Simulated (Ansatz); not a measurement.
Consider the atomization: `C=C(N)BF` → B• + 2 C• + F• + 5 H• + N•.

Isolated molecules relaxed with PBE0-D4/def2-TZVP in Ansatz; ΔE leaves out vibrations. CCSD(T)/CBS adds triple-zeta CCSD(T) − MP2 to the extrapolated MP2 energy (def2 sets, frozen cores). This one scheme is used for every species, atoms too. DFT in def2-TZVPP. Open shells (•) are unrestricted, without spin–orbit coupling. Spin–orbit coupling would lower the free atoms: a little for B, C, F. Each species was taken in one conformer, which may not be the lowest.

CCSD(T)/CBS gives +42.18 eV.

(1) Another level gave +42.68 eV. Which?
A. r2SCAN-D4/def2-TZVPP
B. CCSD(T)/def2-TZVPP
C. BLYP-D4/def2-TZVPP
D. LC-ωPBE/def2-TZVPP

Largest T1 diagnostic among the species: 0.014.

Results:

(1) C. BLYP-D4 42.68, LC-ωPBE 42.37, CCSD(T)/def2-TZVPP 41.09, r2SCAN-D4 42.51 eV.

From PBE to PBE0 (25 % exact exchange), in def2-TZVPP and without D4, ΔE moves by −0.97 eV: exact exchange takes away binding that semilocal exchange gives to molecules. Leaving LDA and LC-ωPBE aside and taking each functional with its dispersion term where it has one, the values, not all of them listed here, spread over 2.54 eV, from BHLYP-D4 to PBE-D4. LDA lies +5.41 eV from PBE without D4, its usual overbinding. At CCSD(T), def2-SVP lies −1.96 eV from the extrapolated value and def2-TZVPP −1.09 eV: correlation converges slowly with the basis, and small sets miss more of it in the bonded molecule than in its fragments.

For atomizations the MP2-based limit and the directly extrapolated one differ by several kJ/mol either way, and by 10 to 25 for some Ge, Se and Sn compounds, so smaller differences from it don't rank the levels.
